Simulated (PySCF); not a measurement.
## Sr₂S₂: from structure and modes to constants

These are results of PBE0 in PySCF with Sr def2-TZVP with ECP28, S def2-TZVP; scalar-relativistic core potentials, no spin–orbit coupling; density-fitted integrals, not measurements.

The singlet minimum has D2h symmetry. Masses (u): Sr 87.90561, S 31.97207.

```xyz
4
charge 0 multiplicity 1, angstrom
Sr    1.8017    0.0000    0.0000
Sr   -1.8017    0.0000    0.0000
S     0.0000    1.9587    0.0000
S     0.0000   -1.9587    0.0000
```

Harmonic wavenumbers (cm⁻¹): 89.1 (b3u, ×1), 143.0 (ag, ×1), 234.9 (b3g, ×1), 297.3 (b2u, ×1), 298.2 (ag, ×1), 300.9 (b1u, ×1).

(1) Find the principal moments of inertia and the rotational constants. What kind of rotor is it?

(2) Find the vibrational entropy and heat capacity at 298.15 K.

Results:

(1) About the centre of mass I = 245.33, 570.72, 816.05 u Å². With B = 16.8576/I this gives 0.06872, 0.02954, 0.02066 cm⁻¹. The molecule is an asymmetric top with κ = -0.63.

(2) With u = 1.43878 ω/T, each mode gives S = R[u/(eᵘ−1) − ln(1−e⁻ᵘ)] and C = R u² eᵘ/(eᵘ−1)².
| ω (cm⁻¹) | u | S (J/(mol K)) | C (J/(mol K)) |
| --- | --- | --- | --- |
| 89.1 | 0.430 | 15.40 | 8.19 |
| 143.0 | 0.690 | 11.56 | 7.99 |
| 234.9 | 1.134 | 7.70 | 7.48 |
| 297.3 | 1.435 | 5.99 | 7.02 |
| 298.2 | 1.439 | 5.97 | 7.02 |
| 300.9 | 1.452 | 5.91 | 7.00 |
The sums over all modes are S = 52.5 and C = 44.7 J/(mol K); the softest mode gives 29 % of the entropy.

Other isomers or separated fragments may lie lower.
